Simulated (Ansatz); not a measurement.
A short molecular-dynamics run on (BeO)3 ring (Be3O3).

```yaml
crystal:
  periodic: [false, false, false]
  atoms:
    - {symbol: Be, position_ang: [-1.276307, -0.159711, 0.078223]}
    - {symbol: O, position_ang: [-0.670338, -1.349664, -0.531320]}
    - {symbol: Be, position_ang: [0.735704, -0.928748, -0.506719]}
    - {symbol: O, position_ang: [1.582604, 0.198023, -0.096984]}
    - {symbol: Be, position_ang: [0.540611, 1.088466, 0.428490]}
    - {symbol: O, position_ang: [-0.912264, 1.151634, 0.628300]}
basis:
  gaussian: {orbitals: def2-SVP}
hamiltonian: {xc: {name: PBE}}
md: {timestep: 0.5 fs, n_steps: 15, ensemble: nve, temperature: 500, initial_velocities: maxwell_boltzmann, seed: 820}
scf: {omitted_lower_state_checks: [starts]}
```

```sh
$ ansatz run in.yaml --threads 4 --pin off --events-out ev --progress --plain --max-ram 3916MiB
```

| step | time (fs) | potential energy (eV) | kinetic (eV) | T (K) | conserved (eV) |
| --- | --- | --- | --- | --- | --- |
| 0 | 0.0 | -7337.6883 | 0.2585 | 500 | -7337.4297 |
| 1 | 0.5 | -7337.6854 | 0.2557 | 495 | -7337.4297 |
| 2 | 1.0 | -7337.6802 | 0.2505 | 484 | -7337.4297 |
| 3 | 1.5 | -7337.6728 | 0.2431 | 470 | -7337.4297 |
| 4 | 2.0 | -7337.6635 | 0.2338 | 452 | -7337.4297 |
| 5 | 2.5 | -7337.6525 | 0.2229 | 431 | -7337.4297 |
| 6 | 3.0 | -7337.6405 | 0.2108 | 408 | -7337.4296 |
| 7 | 3.5 | -7337.6277 | 0.1981 | 383 | -7337.4296 |
| 8 | 4.0 | -7337.6148 | 0.1852 | 358 | -7337.4296 |
| 9 | 4.5 | -7337.6022 | 0.1727 | 334 | -7337.4295 |
| 10 | 5.0 | -7337.5905 | 0.1610 | 311 | -7337.4295 |
| 11 | 5.5 | -7337.5801 | 0.1506 | 291 | -7337.4295 |
| 12 | 6.0 | -7337.5712 | 0.1418 | 274 | -7337.4295 |
| 13 | 6.5 | -7337.5642 | 0.1347 | 261 | -7337.4295 |
| 14 | 7.0 | -7337.5590 | 0.1296 | 251 | -7337.4295 |
| 15 | 7.5 | -7337.5557 | 0.1262 | 244 | -7337.4295 |

Velocities are drawn at the set temperature; a run this short doesn't reach equilibrium.

Frames (Å, forces in eV/Å):

```xyz
6
time=0.0 fs
Be   -1.276   -0.160    0.078   -0.017   -0.002    0.001
O    -0.670   -1.350   -0.531   -0.228   -0.459   -0.181
Be    0.736   -0.929   -0.507    0.010   -0.012   -0.007
O     1.583    0.198   -0.097    0.538    0.067   -0.033
Be    0.541    1.088    0.428    0.007    0.014    0.006
O    -0.912    1.152    0.628   -0.310    0.391    0.213
6
time=0.5 fs
Be   -1.273   -0.161    0.078   -0.052    0.092    0.044
O    -0.669   -1.350   -0.534   -0.328   -0.505   -0.173
Be    0.732   -0.929   -0.501    0.137   -0.020   -0.047
O     1.579    0.199   -0.097    0.672   -0.012   -0.079
Be    0.542    1.088    0.424   -0.130    0.129    0.086
O    -0.911    1.153    0.630   -0.299    0.316    0.169
6
time=1.0 fs
Be   -1.270   -0.163    0.077   -0.087    0.183    0.085
O    -0.667   -1.350   -0.537   -0.428   -0.549   -0.165
Be    0.728   -0.929   -0.496    0.266   -0.026   -0.085
O     1.575    0.199   -0.096    0.806   -0.095   -0.127
Be    0.544    1.087    0.420   -0.270    0.246    0.167
O    -0.910    1.154    0.632   -0.288    0.241    0.125
6
time=1.5 fs
Be   -1.266   -0.164    0.076   -0.121    0.271    0.125
O    -0.665   -1.351   -0.539   -0.527   -0.591   -0.156
Be    0.725   -0.929   -0.490    0.394   -0.033   -0.122
O     1.571    0.200   -0.096    0.940   -0.179   -0.174
Be    0.546    1.086    0.416   -0.409    0.364    0.247
O    -0.908    1.155    0.634   -0.275    0.168    0.080
6
time=2.0 fs
Be   -1.263   -0.165    0.076   -0.156    0.353    0.162
O    -0.664   -1.352   -0.542   -0.625   -0.628   -0.147
Be    0.721   -0.929   -0.485    0.518   -0.039   -0.157
O     1.568    0.201   -0.096    1.070   -0.262   -0.220
Be    0.547    1.086    0.412   -0.544    0.480    0.326
O    -0.907    1.156    0.636   -0.264    0.096    0.036
6
time=2.5 fs
Be   -1.260   -0.167    0.075   -0.190    0.428    0.196
O    -0.662   -1.352   -0.545   -0.719   -0.659   -0.137
Be    0.718   -0.929   -0.479    0.638   -0.046   -0.190
O     1.564    0.201   -0.096    1.196   -0.343   -0.264
Be    0.549    1.085    0.408   -0.673    0.593    0.402
O    -0.906    1.157    0.638   -0.253    0.028   -0.006
6
time=3.0 fs
Be   -1.257   -0.168    0.075   -0.222    0.495    0.225
O    -0.661   -1.353   -0.548   -0.809   -0.685   -0.125
Be    0.715   -0.929   -0.474    0.752   -0.054   -0.222
O     1.561    0.202   -0.095    1.316   -0.419   -0.304
Be    0.550    1.085    0.404   -0.792    0.700    0.474
O    -0.905    1.158    0.640   -0.244   -0.037   -0.047
6
time=3.5 fs
Be   -1.254   -0.169    0.075   -0.254    0.553    0.251
O    -0.660   -1.354   -0.551   -0.892   -0.703   -0.112
Be    0.712   -0.929   -0.469    0.856   -0.064   -0.253
O     1.558    0.202   -0.095    1.427   -0.488   -0.341
Be    0.551    1.085    0.400   -0.899    0.800    0.540
O    -0.904    1.159    0.643   -0.238   -0.097   -0.086
6
time=4.0 fs
Be   -1.251   -0.170    0.074   -0.283    0.600    0.271
O    -0.658   -1.355   -0.553   -0.969   -0.713   -0.095
Be    0.709   -0.929   -0.463    0.949   -0.077   -0.283
O     1.556    0.202   -0.095    1.528   -0.548   -0.371
Be    0.552    1.085    0.396   -0.990    0.890    0.600
O    -0.903    1.160    0.645   -0.236   -0.153   -0.122
6
time=4.5 fs
Be   -1.248   -0.170    0.074   -0.311    0.637    0.287
O    -0.658   -1.356   -0.556   -1.036   -0.714   -0.076
Be    0.706   -0.929   -0.458    1.031   -0.092   -0.312
O     1.553    0.203   -0.095    1.617   -0.597   -0.395
Be    0.552    1.085    0.393   -1.063    0.969    0.652
O    -0.901    1.162    0.647   -0.237   -0.202   -0.155
6
time=5.0 fs
Be   -1.245   -0.171    0.074   -0.337    0.662    0.297
O    -0.657   -1.357   -0.559   -1.094   -0.706   -0.054
Be    0.704   -0.930   -0.453    1.098   -0.111   -0.341
O     1.551    0.203   -0.095    1.692   -0.633   -0.412
Be    0.552    1.086    0.389   -1.115    1.033    0.695
O    -0.900    1.163    0.649   -0.243   -0.246   -0.184
6
time=5.5 fs
Be   -1.242   -0.171    0.074   -0.360    0.676    0.301
O    -0.656   -1.359   -0.562   -1.142   -0.688   -0.029
Be    0.702   -0.930   -0.448    1.149   -0.133   -0.369
O     1.549    0.203   -0.095    1.751   -0.654   -0.421
Be    0.552    1.087    0.386   -1.146    1.083    0.729
O    -0.900    1.164    0.651   -0.253   -0.284   -0.211
6
time=6.0 fs
Be   -1.240   -0.171    0.074   -0.380    0.678    0.299
O    -0.656   -1.360   -0.565   -1.178   -0.660    0.001
Be    0.701   -0.930   -0.443    1.185   -0.159   -0.397
O     1.547    0.203   -0.095    1.794   -0.659   -0.422
Be    0.552    1.088    0.383   -1.153    1.115    0.752
O    -0.899    1.165    0.652   -0.268   -0.316   -0.233
6
time=6.5 fs
Be   -1.237   -0.171    0.074   -0.398    0.668    0.291
O    -0.655   -1.362   -0.568   -1.201   -0.622    0.034
Be    0.699   -0.930   -0.438    1.204   -0.188   -0.424
O     1.545    0.203   -0.096    1.820   -0.648   -0.414
Be    0.551    1.089    0.381   -1.136    1.131    0.765
O    -0.898    1.166    0.654   -0.289   -0.341   -0.252
6
time=7.0 fs
Be   -1.234   -0.171    0.074   -0.413    0.647    0.278
O    -0.655   -1.363   -0.571   -1.213   -0.575    0.071
Be    0.698   -0.931   -0.434    1.207   -0.222   -0.452
O     1.544    0.203   -0.096    1.829   -0.620   -0.397
Be    0.550    1.091    0.378   -1.095    1.129    0.767
O    -0.897    1.166    0.656   -0.315   -0.360   -0.267
6
time=7.5 fs
Be   -1.232   -0.171    0.074   -0.426    0.615    0.260
O    -0.655   -1.365   -0.573   -1.212   -0.518    0.112
Be    0.698   -0.931   -0.429    1.193   -0.258   -0.480
O     1.543    0.202   -0.096    1.821   -0.577   -0.373
Be    0.549    1.093    0.376   -1.030    1.110    0.759
O    -0.896    1.167    0.658   -0.346   -0.374   -0.278
```

Run time 18 s (4 threads of Intel Xeon on a shared host).
